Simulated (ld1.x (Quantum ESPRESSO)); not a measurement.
**Building the TM potential for Tl (Z = 81) (PBE, scalar-relativistic).**

* Element: thallium (Tl)
* Generator: ld1.x (Quantum ESPRESSO) 7.5
* Type: norm-conserving Troullier–Martins (Kleinman–Bylander form)
* Functional: PBE
* Relativity: scalar-relativistic
* Frozen core: [Xe] 4f14 5d10
* Valence charge: 3
* Reference configuration: 6s2 6p0.75 (charge +0.25)
* Partial waves: 6s (bound): rc 1.85 bohr; 6p (bound): rc 2.90 bohr
* Local potential: the p channel
* Core correction: none

Results:

```json
{
 "Cutoffs needed": "21 Ry and 45 Ry (the cutoffs (Ry, on a coarse ladder) from which the occupation-weighted sum of valence levels, in a spherical-Bessel basis at the reference potential, stays within 10 and 1 mRy of its value at 400 Ry)",
 "Ghost test": "no extra level below or beside the all-electron valence levels (s, p, d, f tested) (spherical-Bessel basis up to 400 Ry, 20 bohr box)",
 "Largest excitation error": "+106 meV (all-electron minus pseudo) for 6s1 6p0, out of 7 test configurations"
}
```

Generation and tests took about 1.2 s on one core of a shared server CPU.
